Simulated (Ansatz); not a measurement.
`CB(N)[SiH3]` + `FC=[Se]` → `CB(N)C=[Se]` + `F[SiH3]`  (redistribution)

Gas-phase electronic energies from Ansatz, PBE0-D4/def2-TZVP geometries. CBS: MP2 limit from def2 TZ/QZ plus the TZ coupled-cluster correction, frozen cores. This one scheme is used for every species. For Se outer-core shells are correlated without core-valence functions, which leaves a few kJ/mol of doubt a bond. Scalar relativity is left out up to krypton. One conformer a species, not always the lowest.

| level | ΔE (kcal/mol) |
| --- | --- |
| MP2/CBS(def2) | -56.9 |
| CCSD/CBS(def2) | -54.8 |

**Question.** What does CCSD(T)/CBS give? (Estimate.)

**Answer.** The calculation gave: -53.8 kcal/mol. The listed levels differ from it by -3.1, -1.0 kcal/mol.

Largest T1 diagnostic among the species: 0.016.

From PBE to PBE0 (25 % exact exchange), in def2-TZVPP and without D4, ΔE moves by −3.5 kcal/mol.
